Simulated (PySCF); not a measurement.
LiPb⁺: from constants to spectrum

UHF-CCSD(T) constants of LiPb⁺, triplet, unpaired electrons σ ↑, π ↑ (basis Li x2c-SVPall, Pb x2c-SVPall; spin-free X2C with a Gaussian nucleus; PySCF 2.14; masses 7.0160 and 207.9766 u):

```
ωe   : 194.1 cm⁻¹
ωexe : 0.864 cm⁻¹
Be   : 0.24926 cm⁻¹
αe   : 0.00280 cm⁻¹
```

(1) What force constant and bond length do these constants imply?

(2) Estimate the centrifugal constant D from the Kratzer relation and find the Dunham coefficient a1.

Correlated steps freeze 34 core orbitals. These are scalar-relativistic numbers at best; spin–orbit coupling would shift them, the dissociation energy most. The state was picked by a PBE0 search and need not be the measured ground state.

## Answers

(1) Reduced mass μred = 6.7870 u; k = 5.8918×10⁻⁷·μred·ωe² (u, cm⁻¹, mdyn/Å) = 0.151 mdyn/Å; Re = √(16.8576/(μred·Be)) (u, cm⁻¹, Å) = 3.157 Å.

(2) D = 4Be³/ωe² = 1.64e-06 cm⁻¹; a1 = −1 − αeωe/(6Be²) = -2.46.
